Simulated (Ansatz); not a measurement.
The cluster Li6H5⁺, relaxed as a singlet with RKS r2SCAN-D4/def2-TZVP in Ansatz, starting from the GFN1-xTB geometry. Force threshold 0.02 eV/Å.

The structure comes from a short search, and lower isomers may exist.

Start:

```xyz
11

Li   -0.355    0.890    0.909
Li    1.029   -0.379   -1.080
Li   -0.416    2.301   -1.009
Li    1.763   -0.737    1.436
Li   -0.087   -1.895    0.363
Li   -2.049    0.111   -0.772
H    -0.030   -0.594    1.739
H     0.953    1.311   -0.410
H     1.728   -1.672   -0.017
H    -1.757    1.672   -0.059
H    -0.778   -1.009   -1.101
```

```json
{"step": "1", "energy (eV)": "-1305.7795", "largest force component (eV/Å)": "0.557", "SCF passes": "11"}
{"step": "2", "energy (eV)": "-1305.9891", "largest force component (eV/Å)": "0.289", "SCF passes": "15"}
{"step": "3", "energy (eV)": "-1306.0648", "largest force component (eV/Å)": "0.078", "SCF passes": "14"}
{"step": "4", "energy (eV)": "-1306.1104", "largest force component (eV/Å)": "0.078", "SCF passes": "15"}
{"step": "5", "energy (eV)": "-1306.1375", "largest force component (eV/Å)": "0.104", "SCF passes": "14"}
{"step": "6", "energy (eV)": "-1306.1672", "largest force component (eV/Å)": "0.074", "SCF passes": "15"}
{"step": "7", "energy (eV)": "-1306.1926", "largest force component (eV/Å)": "0.059", "SCF passes": "15"}
{"step": "8", "energy (eV)": "-1306.2059", "largest force component (eV/Å)": "0.098", "SCF passes": "14"}
{"step": "9", "energy (eV)": "-1306.2105", "largest force component (eV/Å)": "0.011", "SCF passes": "16"}
```

Force components are those of the run's own axes.

End:

```xyz
11

Li   -0.6795    0.4647    0.7623
Li    0.8837   -0.5330   -1.2562
Li   -0.0735    2.4949   -0.6035
Li    1.8154   -0.2420    1.1314
Li    0.0793   -2.0434    0.6692
Li   -2.2685    0.2136   -1.1810
H     0.1788   -0.6378    1.8175
H     0.9550    1.0696   -0.1915
H     1.6512   -1.5628   -0.0908
H    -1.6242    1.6558   -0.3674
H    -0.9177   -0.8795   -0.6899
```

Bonds lost: Li5–H11 (atoms count from 1).

No frequencies were taken in this run, so the end may be a saddle point.

Run time 9 s (4 threads of Arm Neoverse V2 on a shared host).
